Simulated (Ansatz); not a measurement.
The lowest singlet and triplet of C2H2 (SMILES C#C); geometries from B3LYP-D3(BJ)/def2-TZVP, each state relaxed from the structure named, with no frequency check.
Singlet (charge 0, multiplicity 1):
```xyz
4

C      0.000     0.000    -0.598
C      0.000     0.000     0.598
H      0.000     0.000    -1.661
H      0.000     0.000     1.661
```
Triplet (charge 0, multiplicity 3):
| atom | x (Å) | y (Å) | z (Å) |
|---|---|---|---|
| C | 0.6389 | 0.1742 | -0.1204 |
| C | -0.6339 | -0.1898 | -0.1228 |
| H | 1.2778 | 0.4163 | 0.7321 |
| H | -1.3073 | -0.3230 | 0.7272 |

A positive gap puts the triplet lower; no zero-point energy. R- takes a restricted singlet. U- takes an unrestricted singlet (broken symmetry where lower, unprojected). The triplet is unrestricted in single-reference levels. Active spaces average the two states.

Frozen-core correlation.

Programs: Ansatz (a program for electronic structure) with Gaussian orbitals. Values without a source in brackets are computed.

| level | gap E(singlet) − E(triplet), adiabatic (kcal/mol) |
|---|---|
| U-HF/cc-pVDZ | -60.47 |
| R-r2SCAN/def2-TZVPP | -79.75 |
| U-BHLYP/def2-TZVPP | -83.15 |
| U-wB97M-V/def2-TZVPP | -92.15 |
| U-MP2/cc-pVDZ | -90.03 |
| R-MP2/cc-pVTZ | -95.97 |
| U-SCS-MP2/cc-pVQZ | -96.91 |
| SA-CASSCF(4,4)/cc-pVQZ | (withheld) |
| FIC-MRCISD+Q on SA-CASSCF(4,4)/cc-pVQZ | -89.97 |

Q: Fill in the missing entries.

A: 
- SA-CASSCF(4,4)/cc-pVQZ, gap E(singlet) − E(triplet), adiabatic (kcal/mol): -85.23
